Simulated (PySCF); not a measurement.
Working out the excitation energy of K

K [Ar] 4s1 (2S) → K [Ar] 3d1 (2D). All numbers are calculated (PySCF 2.14, the non-relativistic Hamiltonian (point nucleus), in def2-TZVPPD (6s5p3d, 36 functions)). Frozen: [Ne]. Energies in hartree (1 hartree = 27.21139 eV):

```tsv
part	K (lower)	K (upper)
UHF	-599.153367	-599.028195
MP2 opposite-spin	-0.113326	-0.109721
MP2 same-spin	-0.045925	-0.043324
```

Question: What does Hartree-Fock give?

Answer: (-599.028195) − (-599.153367) = 0.125172 hartree = 3.406 eV.

Question: What do MP2 and SCS-MP2 (6/5 opposite-spin, 1/3 same-spin) give?

Answer: The opposite-spin parts differ by 0.098 eV and the same-spin parts by 0.071 eV. MP2: 3.406 + (0.098) + (0.071) = 3.575 eV. SCS-MP2: 3.406 + 1.2 × (0.098) + (0.071)/3 = 3.547 eV.

Measured between the centres of the two terms (NIST): 2.670 eV, so MP2 (valence and next inner shell) is off by 0.905 eV.

The calculation is non-relativistic.

What remains against the reference includes basis incompleteness, the frozen core and correlation beyond second order.
